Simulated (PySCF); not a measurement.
Ligands exchanged one at a time, Al SH-H. Gas-phase values, no solvent. One relaxed conformer stands for each flexible species; it need not be the lowest. Strings in code marks are SMILES.

Method: PySCF with TPSSh-D3(BJ)/def2-TZVP. Excitations are Tamm–Dancoff values on a coarser integration grid. The basis has no diffuse functions, so Rydberg states are missing or too high.

| species | LUMO (eV) | HOMO–LUMO gap (eV) | S1–T1 gap (TDA) (eV) | S1 oscillator strength | T1 excitation (TDA) (eV) |
|---|---|---|---|---|---|
| 0 of 3 SH replaced by H (`[Al]([SH])([SH])[SH]`) | -1.00 | 6.09 | ___ | 0.000 | ___ |
| 1 of 3 SH replaced by H | -1.36 | 5.71 | 0.74 | 0.068 | 4.84 |
| 2 of 3 SH replaced by H (`[AlH2][SH]`) | -1.70 | ___ | 0.91 | ___ | 4.54 |
| 3 of 3 SH replaced by H | -2.01 | 6.04 | – | – | – |

Question: Complete the blanks.

Answer: 
- 0 of 3 SH replaced by H (`[Al]([SH])([SH])[SH]`), S1–T1 gap (TDA) (eV): 0.32
- 0 of 3 SH replaced by H (`[Al]([SH])([SH])[SH]`), T1 excitation (TDA) (eV): 5.23
- 2 of 3 SH replaced by H (`[AlH2][SH]`), HOMO–LUMO gap (eV): 5.51
- 2 of 3 SH replaced by H (`[AlH2][SH]`), S1 oscillator strength: 0.081
